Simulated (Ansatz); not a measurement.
Species: GaCl, charge 0, multiplicity 1. SMILES: [Ga][Cl]
Geometry from a B3LYP-D3(BJ)/def2-TZVP (Ansatz, a first-principles code) optimisation:
```
Ga
Cl 1 2.2389
```

Q: Give the harmonic wavenumbers at B3LYP-D3(BJ)/def2-TZVP (Ansatz, finite differences of forces, unscaled).

A: 350 cm⁻¹. Zero-point energy 0.5 kcal/mol.

Q: From these and the geometry, give the ideal-gas thermochemistry at 298.15 K and 1 atm (rigid rotor, harmonic oscillator).

A: Point group C∞v, rotational symmetry number 1. Rotational constants 4.29, 4.29 GHz. S(trans) 39.87, S(rot) 16.45, S(vib) 1.16, S(elec, spin only) 0.00, S 57.5 cal/(mol K). H(298) - H(0) 2.30 kcal/mol; G - E(el) -14.3 kcal/mol.
